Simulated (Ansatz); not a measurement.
System: CdI₂, charge 0, singlet. CdI2 (SMILES [I][Cd][I]).
B3LYP-D3(BJ)/def2-TZVP minimum from Ansatz (a quantum-chemistry and plane-wave program):
```
Cd
I 1 2.6122
I 1 2.6122 2 180.00
```
Charge 0, spin multiplicity 1.

Total energies in def2-SVP, 26 correlated electrons, 22 frozen orbitals. Radicals and triplets start from unrestricted determinants; spin-orbit coupling is neglected. Cores are frozen in correlated methods (noble-gas shells, and filled d and f shells in the p block). Past Kr the def2 sets carry scalar-relativistic core potentials. Spin-orbit terms, left out, reach several kcal/mol for Br and I, and more for heavier atoms.

| method | program | energy (Eh) | minus CCSDT(Q) (mEh) |
|---|---|---|---|
| HF | Ansatz | -760.26570 | 482.04 |
| MP2 | Ansatz | -760.72920 | 18.53 |
| CCSD | Ansatz | -760.73698 | 10.75 |
| CCSD(T) | Ansatz | -760.74678 | 0.96 |
| CCSDT(Q) | Ansatz | -760.74774 | 0.00 |

Rough core times of Ansatz's runs on a shared machine: CCSD(T) under 20 s, CCSDT(Q) 4 min.
